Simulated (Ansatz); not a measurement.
Ideal-gas functions of CH5BrOSi (`O[SiH2]CBr`) at 500 K and 1 bar, from an Ansatz frequency run at PBE0-D4/def2-TZVP.

Molar mass 141.04 g/mol, point group C1 (symmetry number 1), electronic degeneracy 1, moments of inertia 29.197, 413.02, 431.707 u Å². Harmonic wavenumbers (cm⁻¹, unscaled): 90, 122, 178, 233, 491, 619, 682, 737, 826, 842, 881, 918, 949, 1064, 1143, 1422, 2226, 2270, 3104, 3173, 3934.

Use S(trans) = R[1.5 ln M + 2.5 ln T − 1.1517]; rotational temperatures θ = 24.2544 K / I; S(rot) = R[ln(√π/σ · √(T³/θAθBθC)) + 1.5]; for each mode x = 1.438777 ν̃/T, S = R[x/(eˣ − 1) − ln(1 − e⁻ˣ)] and H = RT x/(eˣ − 1); 1 cm⁻¹ = 0.0119627 kJ/mol; R = 8.31446 J/(mol·K).

By hand: the entropy, in J/(mol·K).

Translation 181.3. Rotation: θ = 0.8307, 0.0587, 0.0562 K, giving 119.3. Vibration, mode by mode: 19.57, 17.06, 13.97, 11.79, 6.10, 4.53, 3.93, 3.47, 2.83, 2.73, 2.50, 2.30, 2.14, 1.65, 1.38, 0.72, 0.10, 0.09, 0.01, 0.01, 0.00, in all 96.9. Electronic 0.0. Sum 397.5 J/(mol·K).

By hand: H − E and G − E in kJ/mol, counted from the electronic energy.

Zero-point energy ½ × 25904 × 0.0119627 = 154.9; thermal vibration 25.2; translation, rotation and pV give 4 RT = 16.6. H − E = 196.7 kJ/mol, and G − E = 196.7 − 500 × 397.5/1000 = -2.0 kJ/mol.

Vibration gives 24 % of the entropy, 36.6 J/(mol·K) of it from the modes under 150 cm⁻¹: soft modes count most, and the harmonic formula is weakest for them. The sum counts one conformer and one mirror image; others add a mixing term.
